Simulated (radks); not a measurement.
Initial-state core-level shifts of the rhenium ion Re+ when its valence configuration changes from [Xe] 4f14 5d5 6s1. Calculated with a radial shooting solver on a logarithmic mesh with Libxc functionals: scalar-relativistic Kohn-Sham, PBE, spin-unpolarised, spherical densities, point nucleus. Shifts are changes of the shell-averaged eigenvalues in eV (positive: less bound).

| valence | 3p | 4s | 4p | 5s |
|---|---|---|---|---|
| 4f14 5d4 6s2 | -2.976 | -2.962 | -2.965 | -2.855 |
| 4f14 5d4 6s1 6p1 | -4.536 | -4.526 | -4.528 | -4.409 |
| 4f14 5d5.5 6s0.5 | +1.376 | +1.372 | +1.373 | +1.335 |
| 4f14 5d3 6s1 6p2 | -9.291 | -9.260 | -9.264 | -8.954 |
| 4f14 5d5 6p1 | -1.537 | -1.542 | -1.541 | -1.542 |
| 4f14 5d4.5 6s1.5 | -1.453 | -1.446 | -1.448 | -1.399 |
| 4f13 5d4 6s1 6p2 | -22.422 | -21.038 | -20.648 | -13.459 |
| 4f13 5d6.5 6s0.5 | -11.220 | -9.895 | -9.503 | -2.757 |
| 4f14 5d6 | +2.671 | +2.663 | +2.666 | +2.599 |
